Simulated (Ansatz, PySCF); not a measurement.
Energy difference R1 → P1 + P2, each structure at its B3LYP-D3(BJ)/def2-TZVP stationary point, reached from a drawn start (curvature not checked).
R1, HCl (SMILES Cl) (charge 0, multiplicity 1, Z-matrix in Å and degrees):
```
Cl
H 1 1.2820
```
P1: Cl atom, charge 0, multiplicity 2.
P2: H atom, charge 0, multiplicity 2.

P less R. No zero-point or thermal terms; singlets are restricted closed shells; open shells are unrestricted; no spin–orbit coupling.

Frozen-core correlation throughout. CBS: X⁻³ extrapolation of the correlation energy, Hartree–Fock from the larger set.

Programs: Ansatz (Gaussian orbitals); PySCF for M06-2X. Each number belongs to the level named beside it.

The comparison value is 4.664 eV (CCSD(T)/CBS(cc-pV(T+d)Z, cc-pV(Q+d)Z)). It is a level with limits of its own, not the exact answer.

Task: Order these levels by how close they come to the comparison value for the reaction energy, closest first: HF/cc-pV(Q+d)Z, PBE0/def2-TZVPP, M06-2X/def2-TZVPP, PBE/def2-TZVPP, B97M-V/def2-TZVPP. Give each level's value less the comparison value.

Result: B97M-V/def2-TZVPP (0.003 eV), PBE/def2-TZVPP (-0.056 eV), M06-2X/def2-TZVPP (-0.081 eV), PBE0/def2-TZVPP (-0.120 eV), HF/cc-pV(Q+d)Z (-1.328 eV)

Ansatz is a program for electronic structure.
